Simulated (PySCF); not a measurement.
**BP86 on Kr (krypton, neutral)**

Configuration: [Kr], closed-shell 1S. All numbers are calculated (PySCF 2.14, a scalar-relativistic core potential, in aug-cc-pwCVTZ-PP with ECP10MDF).

```
Total energy                : -463.7666 hartree
One-electron energy         : -808.8495 hartree
Hartree (Coulomb) energy    : 378.5900 hartree
Exchange-correlation energy : -33.5072 hartree
⟨S²⟩                        : 0.0000
⟨L²⟩                        : 0.000
Sum of ⟨r⟩                  : 24.68 bohr
Sum of ⟨r²⟩                 : 38.90 bohr²
```

| shell | electrons | mean orbital energy (eV) | rms radius, mean of both spins (bohr) |
| --- | --- | --- | --- |
| 3s | 2 | -250.39 | 0.573 |
| 3p | 6 | -194.68 | 0.589 |
| 3d | 10 | -82.505 | 0.607 |
| 4s | 2 | -23.134 | 1.68 |
| 4p | 6 | -9.332 | 2.11 |

Energies and moments cover only the electrons outside the core potential.
